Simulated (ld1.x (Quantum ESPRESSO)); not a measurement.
**Before and after: TM potential for Nb**

* Element: niobium
* Generator: ld1.x (Quantum ESPRESSO) 7.5
* Type: norm-conserving Troullier–Martins (Kleinman–Bylander form)
* Functional: PBE
* Relativity: scalar-relativistic
* Frozen core: [Ar] 3d10
* Valence charge: 13
* Reference configuration: 4s2 4p6 4d2 5s0 5p0 (charge +3)
* Partial waves: 4s (bound): rc 1.45 bohr; 4p (bound): rc 1.65 bohr; 4d (bound): rc 1.90 bohr
* Local potential: all-electron potential smoothed inside 1.30 bohr (lloc = -2)
* Core correction: none

All-electron outer shells of the reference configuration (PBE, scalar-relativistic, ld1.x):

```tsv
shell	level (eV)	outermost node (bohr)	outermost maximum (bohr)
3d	-227.70	–	0.33
4s	-88.94	0.53	1.02
4p	-64.63	0.54	1.12
4d	-30.60	0.55	1.40
5s	-25.56	1.36	2.58
5p	-19.88	1.53	3.00
```

Change: functional LDA (PZ).

Cutoffs: the cutoffs (Ry, on a coarse ladder) from which the occupation-weighted sum of valence levels, in a spherical-Bessel basis at the reference potential, stays within 10 and 1 mRy of its value at 400 Ry; they do not see the model core or the augmentation charge, which bear on the density cutoff. Errors are all-electron minus pseudo energies relative to the spin-unpolarised reference configuration.

**Question.** Predict the effect on cutoff, ghosts and configuration errors.

**Answer.** The potential gets neither clearly harder nor softer (70 Ry and 120 Ry → 70 Ry and 120 Ry); the number of tests with a reliable result goes from 7 to 9; of the 7 tests that both files solve, the error grows in 4 and shrinks in 0 by more than 15 % and 0.3 meV (median size 7.1 → 11.3 meV); neither file shows a bound ghost.

```csv
quantity,base,changed
"cutoff, loose",70 Ry,70 Ry
"cutoff, tight",120 Ry,120 Ry
bound ghosts,none,none
"error for 4s2 4p6 4d4 5s1 5p0, meV [ΔE -45.40 → -46.13 eV]",+104,+107
"error for 4s2 4p6 4d4 5s0 5p0, meV [ΔE -38.76 → -39.21 eV]",+5.9,+11
"error for 4s2 4p6 4d3 5s0 5p0, meV [ΔE -24.72 → -24.93 eV]",+3.3,+5.3
"error for 4s2 4p6 4d5 5s0 5p0, meV [ΔE -44.13 → -44.80 eV]",+5.9,+11
"error for 4s2 4p6 4d3 5s2 5p0, meV [ΔE -45.92 → -46.69 eV]",+244,+243
"error for 4s1 4p6 4d4 5s1 5p0, meV [ΔE 18.61 → 17.99 eV]",+137,+142
"error for 4s2 4p6 4d1 5s0 5p0, meV [ΔE 36.91 → 37.09 eV]",+7.1,+11
s: phases at 2.05 bohr within 0.05 rad from the reference energy up to (Ry; the scan ends near 5),-1.7,-1.7
p: phases at 2.05 bohr within 0.05 rad from the reference energy up to (Ry; the scan ends near 5),-0.2,-0.2
d: phases at 2.05 bohr within 0.05 rad from the reference energy up to (Ry; the scan ends near 5),3.6,3.8
```
